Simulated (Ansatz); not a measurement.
Reaction (cleavage of the Al–Si bond): `C[SiH2][Al]([F])[SiH3]` + H₂S → `[F][Al]([SiH3])[SH]` + `C[SiH3]`

Program: Ansatz. Geometries: PBE0-D4/def2-TZVP. ΔE: electronic, gas phase. CBS: MP2 limit from def2 TZ/QZ plus the TZ coupled-cluster correction, frozen cores. This one scheme is used for every species. Functionals use def2-TZVPP. B3LYP here is the variant with VWN-RPA as its local correlation; programs differ in this. One conformer a species, not always the lowest.

| level | ΔE (kJ/mol) | difference from CCSD(T)/CBS |
| --- | --- | --- |
| PBE-D4 | -107.4 | 14.0 |
| r2SCAN-D4 | -122.2 | -0.8 |
| PBE0-D4 | -112.4 | 9.0 |
| B3LYP-D4 | -119.0 | 2.4 |
| ωB97X-V | -119.3 | 2.1 |
| ωB97M-V | -125.1 | -3.7 |
| B2PLYP | -124.9 | -3.5 |
| PBE | -108.7 | 12.7 |
| r2SCAN | -123.1 | -1.7 |
| PBE0 | -113.9 | 7.5 |
| B3LYP | -120.9 | 0.5 |
| HF/def2-TZVPP | -133.2 | -11.8 |
| MP2/def2-TZVPP | -130.2 | -8.8 |
| SCS-MP2/def2-TZVPP | -128.4 | -7.0 |
| CCSD/def2-TZVPP | -120.5 | 0.9 |
| CCSD(T)/def2-TZVPP | -119.7 | 1.7 |
| HF/def2-QZVPP | -133.0 | -11.6 |
| MP2/def2-QZVPP | -131.1 | -9.7 |
| SCS-MP2/def2-QZVPP | -129.5 | -8.1 |
| HF/CBS(def2) | -133.0 | -11.6 |
| MP2/CBS(def2) | -131.9 | -10.5 |
| CCSD/CBS(def2) | -122.2 | -0.8 |
| CCSD(T)/CBS | -121.4 | 0 |

Largest T1 diagnostic among the species: 0.013.

From PBE to PBE0 (25 % exact exchange), in def2-TZVPP and without D4, ΔE moves by −5.2 kJ/mol. In def2-TZVPP, CCSD(T) changes the Hartree–Fock value by +13.5 kJ/mol (the triples alone add +0.8 kJ/mol) and MP2 by +3.0 kJ/mol.
